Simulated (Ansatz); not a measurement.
Cost and result up the ladder for SbH2(iPr) (C3H9Sb) (13 atoms). Total charge 0; singlet. Geometry: PBE-D4/def2-SVP.

```xyz
13

C     0.038   -0.117   -0.227
C     0.454   -1.184    0.785
C     1.010    1.061   -0.278
Sb   -2.016    0.622    0.258
H    -2.230    1.331   -1.313
H    -2.770   -0.846   -0.284
H    -0.053   -0.571   -1.234
H    -0.234   -2.054    0.787
H     0.490   -0.780    1.820
H     1.472   -1.568    0.554
H     2.037    0.710   -0.525
H     0.725    1.811   -1.043
H     1.076    1.585    0.700
```

Ansatz on 2 threads of Intel Xeon 6975P-C on a shared host. Times are rough, and most runs start from the orbitals of an earlier one. ωB97M-V/def2-TZVP serves as the yardstick here, not as an exact answer. Differences are given only for rows in sets of like size (and for xTB, whose basis is part of the method), since another set adds its own error. Binding counts from free atoms at the same level (C triplet, Sb quartet, H doublet; other spins of the atoms weren't run), without zero-point energy or a counterpoise term.

In the def2 sets Sb takes a core potential; there is no spin–orbit coupling. Correlated methods freeze 7 core orbitals; core or outer-core shells of Sb are correlated, in sets that lack core-valence functions. The rows differ in basis, and correlated rows in double-zeta sets carry the largest basis error. Another isomer (singlet) lies 0.46 eV lower at PBE0-D4/def2-TZVP; other spin states weren't run for this one.

Correlated methods converge slowly with the basis, most of all in double-zeta sets.

```
                         level  functions  wall time
               PBE-D4/def2-SVP        113      1.1 s
              PBE0-D4/def2-SVP        113      1.3 s
             BLYP-D4/def2-TZVP        197        2 s
PBE-D4/def2-TZVP (with forces)        197      2.5 s
                 MP2/def2-TZVP        197      2.9 s
             PBE0-D4/def2-TZVP        197      3.1 s
           r2SCAN-D4/def2-TZVP        197      3.1 s
             ωB97X-V/def2-TZVP        197        7 s
             ωB97M-V/def2-TZVP        197        8 s
              CCSD(T)/def2-SVP        113       10 s
```

(1) Estimate what each level gives for the binding energy per atom (eV).

Answers

(1) 
```csv
level,binding energy per atom (eV),difference from ωB97M-V/def2-TZVP (eV)
PBE-D4/def2-SVP,3.68,–
PBE0-D4/def2-SVP,3.63,–
BLYP-D4/def2-TZVP,3.60,0.00
PBE-D4/def2-TZVP (with forces),3.66,0.06
MP2/def2-TZVP,3.46,-0.14
PBE0-D4/def2-TZVP,3.61,0.01
r2SCAN-D4/def2-TZVP,3.60,0.00
ωB97X-V/def2-TZVP,3.62,0.02
ωB97M-V/def2-TZVP,3.60,0.00
CCSD(T)/def2-SVP,3.44,–
```
